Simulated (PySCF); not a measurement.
Si(Me)(SH) (CH₄SSi), SMILES C[Si]S (connectivity only; charge and spin as stated), neutral, multiplicity 1. The structure is a stationary point at ωB97X-D3(BJ)/def2-TZVP. The values are those of a single conformer.

TDDFT-PBE0/def2-SVPD (PySCF) puts the lowest singlet excitations at 3.19, 5.12, 5.51, 5.62, 6.00, 6.44 eV.

### Question
What are the lowest excitation roots from ADC(2)/aug-cc-pVDZ (PySCF)? (An estimate is asked for; the answer gives what the named calculation found.)

### Answer
3.30, 5.12, 5.64, 5.81, 5.82, 6.17 eV. S1 differs by 0.12 eV (second minus first; roots are paired by order, and the bases may differ).
